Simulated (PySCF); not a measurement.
Two structures of SiH2SF2, singlet, reached by relaxing down either side of one saddle point (PBE0-D4/def2-TZVP). Energies are electronic, without zero-point energy. PySCF 2.14 with density fitting (its default auxiliary sets; JK sets also for MP2 and CCSD(T)); basis: def2-TZVPP and def2-QZVPP; cores frozen in the correlated methods. Extrapolation: Hartree–Fock as exp(−7.88 √X), correlation as X^−2.97. First:

| atom | x (Å) | y (Å) | z (Å) |
| --- | --- | --- | --- |
| Si1 | -0.2367 | 0.4526 | -0.1295 |
| S2 | 0.1961 | -1.5998 | 0.0616 |
| H3 | 0.8059 | 1.2366 | -0.8097 |
| F4 | -0.4798 | 1.1297 | 1.2817 |
| F5 | -1.5877 | 0.5381 | -0.9492 |
| H6 | 1.3396 | -1.3517 | 0.7256 |

Second:

```xyz
6
angstrom
Si -1.2163 0.9879 -0.1561
S 0.9609 -0.6502 -0.9984
H 1.8607 0.2478 -0.5656
F -0.3772 1.2339 1.2098
F -1.9675 -0.3894 0.2428
H 0.8914 -1.2466 0.2033
```

Q: Which bonds change from the first to the second?

A: SiH₂SF₂ ([F][SiH]([F])[SH]) → SiF₂ + H₂S; bonds formed: S2–H3; bonds broken: Si1–S2, Si1–H3.

Q: Give the saddle point's structure and its height above each. (Judge from chemistry; the value comes from the calculation.)

A: By the calculation: 3.096 eV above the first and 1.153 eV above the second (CCSD(T) at an estimated basis limit (MP2 extrapolated from triple and quadruple zeta, plus CCSD(T) − MP2 in triple zeta)).
```json
{"atom": "Si1", "x (Å)": "-0.4105", "y (Å)": "0.8185", "z (Å)": "-0.1914"}
{"atom": "S2", "x (Å)": "0.5692", "y (Å)": "-1.4085", "z (Å)": "-0.2813"}
{"atom": "H3", "x (Å)": "0.8679", "y (Å)": "0.1382", "z (Å)": "-0.9221"}
{"atom": "F4", "x (Å)": "-0.5362", "y (Å)": "1.0240", "z (Å)": "1.3849"}
{"atom": "F5", "x (Å)": "-1.8747", "y (Å)": "0.4737", "z (Å)": "-0.7145"}
{"atom": "H6", "x (Å)": "1.3843", "y (Å)": "-1.0460", "z (Å)": "0.7245"}
```

No T1 diagnostic of these runs exceeds 0.016. The restricted Hartree–Fock reference is unstable towards an unrestricted one at one or more of these structures.

Losses and insertions of silylenes and their heavier kin drive the gas-phase chemistry of silicon and germanium vapour deposition.

Labels in which every atom is bracketed show which atoms are joined, not bond orders.

For scale, one of the runs: CCSD(T)/def2-TZVPP, 174 basis functions, launched by `OMP_NUM_THREADS=4 python run.py`. Time: 3.7 min of wall clock on 4 CPU threads of an Arm Neoverse V2; the host was shared. Peak host memory: 1.8 GiB.
